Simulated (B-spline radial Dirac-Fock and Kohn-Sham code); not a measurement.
**Auger decay of the K hole in Fe²⁺**

System: Fe²⁺, [Ar] 3d6, inside a Watson sphere of charge -2 and radius 2.2 Å (a model of the Madelung potential; inside it an electron's potential energy is raised by 13.1 eV).

Method: one-electron (LDA, Dirac) transition rates at Dirac-Fock energies. Computed with a B-spline atomic structure program. Kinetic energies are configuration averages from the vacuum level; the two-hole energies are estimated from single-hole states.

```csv
transition,kinetic energy (eV),width (meV),share (%)
K-L1L1,5337.1,48.0,6.3
K-L1L2,5469.6,56.1,7.4
K-L1L3,5482.2,102,13.4
K-L2L2,5580.8,10.3,1.4
K-L2L3,5598.2,251,32.9
K-L3L3,5609.5,140,18.3
K-L1M1,6123.1,12.8,1.7
K-L1M2,6161.5,7.20,0.9
K-L1M3,6163.2,13.1,1.7
K-L2M1,6249.3,6.46,0.8
K-L3M1,6261.5,11.8,1.5
K-L2M2,6289.6,2.52,0.3
K-L2M3,6290.0,27.9,3.7
K-L3M2,6300.5,27.8,3.7
K-L3M3,6302.8,31.5,4.1
K-M2M3,6957.7,3.13,0.4
```

For K holes below about Z = 40 intermediate coupling redistributes the KLL shares among these jj groups. The listed channels hold 99 % of the non-radiative rate. Summed by principal shells, of 0.762 eV in all: KLL 79.7 %, KLM 19.1 %, KMM 1.1 %.
